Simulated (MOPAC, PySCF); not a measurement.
C$_{5}$H$_{13}$InO, SMILES `C[CH2][In]([CH2]C)[O]C`, neutral singlet in the gas phase. 

Cartesian coordinates (Å):
```xyz
20

C      2.9508    -0.2785    -0.1395
C      1.9340    -0.6891     0.9263
In    -0.1287    -0.4896     0.2915
C     -1.9014    -1.6615    -0.0842
C     -3.1782    -0.8235    -0.0903
O     -0.6220     1.4146    -0.1504
C      0.1703     2.5490    -0.0532
H      2.8101     0.7640    -0.4633
H      2.8837    -0.9086    -1.0403
H      3.9849    -0.3642     0.2340
H      2.0434    -0.0631     1.8263
H      2.0987    -1.7284     1.2474
H     -1.7450    -2.1467    -1.0617
H     -1.9547    -2.4774     0.6529
H     -3.1063     0.0223    -0.7890
H     -4.0551    -1.4276    -0.3772
H     -3.3882    -0.3948     0.9015
H      0.4621     2.9354    -1.0510
H      1.1137     2.3979     0.5140
H     -0.3721     3.3699     0.4557
```
Charge 0, spin multiplicity 1.

All levels are single points at this geometry (CAM-B3LYP-D3(BJ)/def2-SVP); Pople sets use spherical d functions. Orbital energies aren't observables, and empty levels follow the basis.

| level | HOMO (eV) | LUMO (eV) | gap (eV) | dipole (D) | vertical IE, Delta-SCF (eV) |
|---|---|---|---|---|---|
| CAM-B3LYP-D3(BJ)/def2-TZVP in PySCF | -8.08 | -0.10 | 7.98 | 2.44 | 8.69 |
| PBE-D3(BJ)/def2-TZVP in PySCF | -5.39 | -1.55 | 3.84 | 2.21 | – |
| B3LYP/6-311+G** (LANL2DZ on In) in PySCF | -6.56 | -1.04 | 5.52 | 2.67 | – |
| B3LYP/6-31G* (LANL2DZ on In) in PySCF | -6.22 | -0.81 | 5.41 | 2.36 | 8.25 |
| B3LYP/LANL2DZ in PySCF | -6.22 | -0.80 | 5.41 | 2.62 | – |
| BP86/6-31G* (LANL2DZ on In) in PySCF | -5.16 | -1.34 | 3.82 | 2.14 | – |
| M06-2X/6-31G* (LANL2DZ on In) in PySCF | -7.80 | -0.23 | 7.57 | 2.49 | – |
| PBE/6-31G* (LANL2DZ on In) in PySCF | -5.05 | -1.32 | 3.73 | 2.13 | 7.87 |
| SVWN5/6-31G* (LANL2DZ on In) in PySCF | -5.15 | -1.43 | 3.72 | 2.13 | – |
| HF/6-31G* (LANL2DZ on In) in PySCF | -9.48 | 1.74 | 11.22 | 2.88 | – |
| PM3 in MOPAC | -9.87 | -2.13 | 7.74 | 1.53 | – |
| PM6 in MOPAC | -9.63 | 0.98 | 10.61 | 2.68 | – |
| PM7 in MOPAC | -9.64 | 0.66 | 10.30 | 2.37 | – |
